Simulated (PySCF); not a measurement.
A structure optimised at PBE-D3(BJ)/def2-SVP, used in a PySCF frequency run:

```xyz
9

Al    -0.2831     0.0802     0.0000
F     -1.9582     0.0074     0.0000
O      0.6833    -1.3099     0.0000
C      0.5555    -2.7070     0.0000
H      1.0515    -3.1419     0.8965
H     -0.5044    -3.0498     0.0000
H      1.0515    -3.1419    -0.8965
S      0.7118     2.0169     0.0000
H     -0.4826     2.6757     0.0000
```
Charge 0, spin multiplicity 1.

**Question.** Write its SMILES, formula and point group.

**Answer.** C[O][Al]([F])[SH], CH4AlFOS, Cs

**Question.** What are its rotational constants (standard atomic weights)?

**Answer.** 4.7483, 1.7796, 1.3053 GHz
